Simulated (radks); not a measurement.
Q: Species: neutral lanthanum. Configuration: [Xe] 5d1 6s2. Method: scalar-relativistic Kohn-Sham, PBEsol, spin-polarised, spherical densities, point nucleus; open shells are filled with parallel spins first (spin-orbit coupling, left out, can overturn this in heavy ions); computed with a radial shooting solver on a logarithmic mesh with Libxc functionals. Some entries of the table are withheld. Estimate them.

| orbital | occ. | eigenvalue (eV) | <r^2> (bohr^2) | r(max) (bohr) |
|---|---|---|---|---|
| 1s down | 1 | -38734.59 | 0.0008542 | 0.01608 |
| 1s up | 1 | -38734.59 | 0.0008542 | 0.01608 |
| 2s up | 1 | -6166.457 | 0.01363 | 0.09097 |
| 2s down | 1 | -6166.430 | 0.01363 | 0.09097 |
| 2p up | 3 | -5527.453 | 0.01085 | 0.07314 |
| 2p down | 3 | -5527.433 | 0.01085 | 0.07314 |
| 3s up | 1 | -1318.699 | 0.09302 | 0.2605 |
| 3s down | 1 | -1318.686 | 0.09302 | 0.2605 |
| 3p up | 3 | -1114.682 | 0.09304 | 0.2549 |
| 3p down | 3 | -1114.668 | 0.09304 | 0.2549 |
| 3d up | 5 | -821.4078 | 0.07975 | 0.2101 |
| 3d down | 5 | -821.3860 | 0.07975 | 0.2101 |
| 4s up | 1 | -266.1063 | 0.4830 | 0.6083 |
| 4s down | 1 | -266.0665 | 0.4830 | 0.6083 |
| 4p up | 3 | -199.7484 | 0.5464 | 0.6354 |
| 4p down | 3 | -199.7120 | 0.5465 | 0.6354 |
| 4d up | 5 | -103.7557 | 0.6839 | 0.6718 |
| 4d down | 5 | -103.7179 | 0.6837 | 0.6719 |
| 5s up | 1 | -39.0567 | 2.728 | 1.408 |
| 5s down | 1 | -38.7737 | 2.711 | 1.406 |
| 5p up | 3 | -22.5629 | (1) | 1.588 |
| 5p down | 3 | -22.1698 | (2) | 1.583 |
| 6s up | 1 | -3.8503 | 21.38 | 3.774 |
| 6s down | 1 | -3.5216 | 22.52 | 3.852 |
| 5d up | 1 | (3) | 10.60 | 2.225 |
| 5d down | 0 | (4) | 11.20 | 2.216 |

A: 
(1) 5p up <r^2> (bohr^2): 3.703
(2) 5p down <r^2> (bohr^2): 3.673
(3) 5d up eigenvalue (eV): -3.3238
(4) 5d down eigenvalue (eV): -2.8245
